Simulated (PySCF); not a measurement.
# Assignment exercise: C$_{2}$H$_{13}$NSi$_{3}$

Geometry:
```csv
atom,x (Å),y (Å),z (Å)
C1,2.416,0.179,0.319
C2,1.694,-1.109,-0.057
Si3,0.070,-0.807,-0.995
N4,-1.004,0.246,-0.104
Si5,-1.362,-0.106,1.568
Si6,-2.019,1.350,-0.997
H7,2.662,0.752,-0.572
H8,1.785,0.796,0.954
H9,3.342,-0.032,0.855
H10,2.347,-1.716,-0.686
H11,1.509,-1.695,0.844
H12,0.362,-0.136,-2.265
H13,-0.595,-2.094,-1.249
H14,-1.956,1.095,2.152
H15,-2.294,-1.235,1.666
H16,-0.117,-0.433,2.262
H17,-3.131,0.624,-1.620
H18,-1.195,1.985,-2.024
H19,-2.524,2.346,-0.057
```

- shieldings: GIAO PBE0/pcSseg-1
- GFN2-xTB geometry
- run in PySCF 2.14.0 with density-fitted response routines
- a single conformation, no solvent, one averaged value for each set of equivalent atoms, non-relativistic

Chemical shifts δ = σref − σ; ¹³C (σ = 186.93 ppm) and ¹H (σ = 31.72 ppm) vs TMS, all at this level.

Question: Assign these signals to the numbered atoms. ¹³C{¹H} NMR (computed): δ 9.3 (CH3), 8.1 (CH2).

Answer: 
| δ (ppm) | atoms | environment | reason |
| --- | --- | --- | --- |
| 9.3 | C1 | methyl carbon | saturated and bonded to C and H only |
| 8.1 | C2 | sp3 CH2 bonded to Si | an electropositive neighbour leaves it electron-rich and shielded |

C1 and C2 lie closer than the usual error of such a calculation, so a measured spectrum could show them in the other order.

Question: Assign these signals to the numbered atoms. ¹H NMR (400 MHz, computed): δ 4.84 (t, 2H), 4.78 (s, 6H), 1.16 (t, 3H), 0.88 (m, 2H).

Answer: 
4.84 → H12/H13, hydrogen on a silicon bonded to C, N
4.78 → H14/H15/H16/H17/H18/H19, hydrogen on a silicon bonded to N
1.16 → H7/H8/H9, hydrogen on a methyl carbon
0.88 → H10/H11, hydrogen on an sp3 CH2 bonded to Si: an electropositive neighbour shields it, as in TMS itself

H12/H13 and H14/H15/H16/H17/H18/H19 lie closer than the usual error of such a calculation, so a measured spectrum could show them in the other order.

Shifts are as computed. Against solution values, carbons near 30 ppm lie about +3 ppm off and those near 130 ppm about +5 ppm. Of 1211 compounds with measured shifts, 218 miss one by over three times the rms of a fit or turn the order of signals round; such compounds aren't used in these exercises. No couplings were computed; multiplicities are counted from neighbouring protons, with m where these are inequivalent, close in shift, in a saturated or five-membered ring or joined by F or P, and br s for small geminal =CH2 splittings.
